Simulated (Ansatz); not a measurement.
Job for Ansatz (a quantum-chemistry and plane-wave program): U-wB97M-V/def2-TZVPP on SrF, 2S+1 = 2, a spin state set in the input, which need not be the lowest, a point of a bond scan (R = 2.077 Å). Elements past Kr take the def2 small-core potentials; no spin–orbit coupling.

Ansatz 0.2 input:
```yaml
crystal:
  periodic: [false, false, false]
  atoms:
    - {symbol: F, position_ang: [0.00000000, 0.00000000, 0.00000000]}
    - {symbol: Sr, position_ang: [0.00000000, 0.00000000, 2.07701600]}
basis:
  gaussian:
    orbitals: def2-TZVPP
    pivot_positions_ang: [[0.00000000, 0.00000000, 0.00000000], [0.00000000, 0.00000000, 2.07701600]]
hamiltonian:
  xc: {name: wB97M-V}
magnetization: {spin_polarized: true, initial_magnetization: 1}
output: {forces: true, orbitals: {seedname: ./end}}
```

Output:

```
WARN ansatz: RAYON_NUM_THREADS=1 ignored (pool sized by the plan → 1); use --threads N
Functional definition: wB97M-V
integrals: 0.04 GiB planned
400 factors; their error is unknown
integrals: 0.07 GiB planned
107 factors; integrals over basis functions are off by at most 2.9e-5 eV
mean field: 0.38 GiB planned
mean field evaluation 1: about -3548.8550 eV, gradient 3.3e1 eV
mean field evaluation 2: about -3544.2287 eV, gradient 5.5e1 eV
mean field evaluation 4: about -3552.7977 eV, gradient 6.1e-1 eV
mean field evaluation 8: about -3552.8076 eV, gradient 3.5e-2 eV
mean field evaluation 16: about -3552.8258 eV, gradient 7.8e-5 eV
mean field -3552.82583703 eV, -130.5639413191 hartree, gradient 7.9e-5 eV, S^2 0.750113; 0 other end points of the search recorded, 0 dependent functions left out
the calculation of the forces begins
reference -3552.82588118 eV, -130.5639429417 hartree; 10, 9 occupied and 61, 62 virtual orbitals, 400 factors
Total energy: -3552.82588118 eV, -130.5639429417 hartree
Atom 0 at     0.000000     0.000000     0.000000 Å, force     0.000000    -0.000000    -0.117196 eV/Å
Atom 1 at     0.000000     0.000000     2.077016 Å, force    -0.000000    -0.000000     0.117196 eV/Å
Dipole moment:     0.000000    -0.000000     0.723929 e Å
```

Self-consistency was reached.

Cost: about 6 core-seconds (a rough figure).
